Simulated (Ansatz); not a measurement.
Input file for Ansatz (a first-principles code): R-PBE/def2-TZVPPD on ClH3Si (SMILES [SiH3]Cl). Files ending in .json are basis or fitting sets from the Basis Set Exchange.

Ansatz 0.2 input:
```yaml
crystal:
  periodic: [false, false, false]
  atoms:
    - {symbol: Si, position_ang: [-0.26875326, -1.06259892, 2.93309322]}
    - {symbol: Cl, position_ang: [0.00913235, 1.00206300, 2.91442087]}
    - {symbol: H, position_ang: [-0.49763626, -1.43414862, 4.34462653]}
    - {symbol: H, position_ang: [0.95831129, -1.70611726, 2.43434341]}
    - {symbol: H, position_ang: [-1.44622390, -1.39032575, 2.11496444]}
basis:
  gaussian:
    orbitals: def2-TZVPPD.json
hamiltonian:
  xc: {name: PBE}
scf: {lower_state_search: off}
```

Question: What total energy does the run end on?

Answer: -751.2093 hartree.
